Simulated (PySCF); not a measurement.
C2H6AuClS (SMILES C[S](C)->[Au][Cl]), singlet, geometry from GFN2-xTB (such geometries of metal compounds can be far from the true shape) (core potentials on Au); PySCF with DF-M06L/def2-SVP.

Input for PySCF:
```python
from pyscf import gto, scf, dft

mol = gto.M(
    atom='''
Au    0.30476723   -0.29058866   -0.00028544
Cl    2.38811518   -1.05151819    0.36297581
C    -1.56665316    2.07998053   -1.32026965
S    -1.86517650    0.56366068   -0.36026115
C    -2.29171734    1.31702382    1.23988425
H    -0.81144257    2.68884717   -0.83391350
H    -2.50458318    2.62116853   -1.40614405
H    -1.22402796    1.77452577   -2.30342799
H    -1.49240385    1.97229823    1.57051595
H    -2.42836961    0.50724411    1.94902311
H    -3.22069459    1.86763247    1.12239821
''',
    basis='def2-svp',
    ecp={'Au': 'def2-svp'},
    verbose=5,
)

mf = dft.RKS(mol)
mf.xc = 'm06l'
mf = mf.density_fit(auxbasis='def2-universal-jkfit')
mf.kernel()
mf.analyze()
```

The log (banner, timings and long lists left out):

```
PySCF version 2.14.0

[INPUT] verbose = 5
[INPUT] max_memory = 4000
[INPUT] num. atoms = 11
[INPUT] num. electrons = 70
[INPUT] charge = 0
[INPUT] spin (= nelec alpha-beta = 2S) = 0
[INPUT] symmetry False subgroup None
[INPUT] Mole.unit = angstrom
[INPUT] Symbol           X                Y                Z      unit          X                Y                Z       unit  Magmom
[...]
[INPUT] ---------------- BASIS SET ----------------
[INPUT] l, kappa, [nprim/nctr], expnt,             c_1 c_2 ...
[INPUT] S
[...]
                                1381.5105503      -0.016683029937
                                313.8714758       -0.075262436116
                                88.053870623      -0.19376827038
                                27.039914905      -0.17718020803
[...]
                                4.9664522326      0.65066293018
                                2.0116242047      0.59712155354
[...]
                                61.306894736      -0.066547669241
                                19.103729887      -0.24828595903
                                6.6567720378      -0.48703847402
                                2.3959635161      -0.39337850312
[...]
[INPUT] C
[...]
                                186.29004992      0.040638409211
                                42.251176346      0.18025593888
                                11.676557932      0.46315121755
                                3.5930506482      0.44087173314
[...]
                                2.0103545142      0.21117025112
                                0.54771004707     0.51328172114
[...]
[INPUT] Cl
[...]
                                1571.7365221      0.014754727977
                                357.12065523      0.066679112875
                                100.25185935      0.17228924084
                                30.812727554      0.158837861
[...]
                                5.7045760975      0.60841752753
                                2.3508376809      0.54352153355
[...]
                                72.102015515      -0.063563355471
                                22.532680262      -0.24016428276
                                7.8991765444      -0.47798866557
                                2.8767268321      -0.38515850005
[...]
[INPUT] Au
[...]
                                12.193477         0.79105526778
[...]
                                7.335326          -0.72681584494
                                1.6575296365      0.57315511417
[...]
converged SCF energy = -1073.75947584695
Total Energy =                       -1073.759475846951318
[...]
0 Au 5f+1        0.00003
0 Au 5f+2       -0.00032
0 Au 5f+3        0.00002
1 Cl 1s          0.00001
1 Cl 2s          0.00004
1 Cl 3s          0.00081
1 Cl 4s          0.01685
1 Cl 2px        -0.00003
1 Cl 2py         0.00001
1 Cl 2pz        -0.00001
1 Cl 3px        -0.00505
1 Cl 3py         0.00185
1 Cl 3pz        -0.00088
1 Cl 4px        -0.01673
1 Cl 4py         0.00491
1 Cl 4pz        -0.00294
1 Cl 3dxy       -0.00018
1 Cl 3dyz       -0.00002
1 Cl 3dz^2      -0.00053
1 Cl 3dxz        0.00043
1 Cl 3dx2-y2     0.00137
2 C 1s          -0.00001
2 C 2s           0.00004
2 C 3s          -0.01241
2 C 2px         -0.00051
2 C 2py         -0.00002
2 C 2pz          0.00002
2 C 3px         -0.00726
2 C 3py          0.00673
2 C 3pz         -0.00490
2 C 3dxy         0.00064
2 C 3dyz         0.00072
2 C 3dz^2       -0.00054
2 C 3dxz        -0.00091
2 C 3dx2-y2      0.00089
3 S 1s          -0.00001
3 S 2s          -0.00002
3 S 3s           0.00110
3 S 4s           0.03484
3 S 2px          0.00006
3 S 2py         -0.00002
3 S 2pz          0.00001
3 S 3px          0.00610
3 S 3py         -0.00231
3 S 3pz          0.00104
3 S 4px          0.02465
3 S 4py          0.00005
3 S 4pz          0.00627
3 S 3dxy         0.00146
3 S 3dyz        -0.00032
3 S 3dz^2        0.00112
3 S 3dxz        -0.00033
3 S 3dx2-y2      0.00007
4 C 1s          -0.00001
4 C 2s           0.00004
4 C 3s          -0.01183
4 C 2px         -0.00043
4 C 2py          0.00007
4 C 2pz         -0.00027
4 C 3px         -0.00982
4 C 3py          0.00379
4 C 3pz          0.00301
4 C 3dxy         0.00009
4 C 3dyz        -0.00038
4 C 3dz^2        0.00023
4 C 3dxz         0.00154
4 C 3dx2-y2     -0.00021
5 H 1s          -0.00013
5 H 2s           0.00229
5 H 2px          0.00046
5 H 2py         -0.00112
5 H 2pz         -0.00057
6 H 1s          -0.00001
6 H 2s          -0.00003
6 H 2px         -0.00064
6 H 2py         -0.00014
6 H 2pz          0.00076
7 H 1s          -0.00018
7 H 2s           0.00118
7 H 2px          0.00144
7 H 2py         -0.00036
7 H 2pz          0.00098
8 H 1s          -0.00013
8 H 2s           0.00266
8 H 2px          0.00021
8 H 2py         -0.00135
8 H 2pz          0.00004
9 H 1s          -0.00018
9 H 2s           0.00098
9 H 2px          0.00179
9 H 2py         -0.00002
9 H 2pz         -0.00014
10 H 1s         -0.00001
10 H 2s         -0.00009
10 H 2px        -0.00015
10 H 2py         0.00044
10 H 2pz        -0.00089
Dipole moment(X, Y, Z, Debye): -6.69163,  4.76022, -0.47776
```
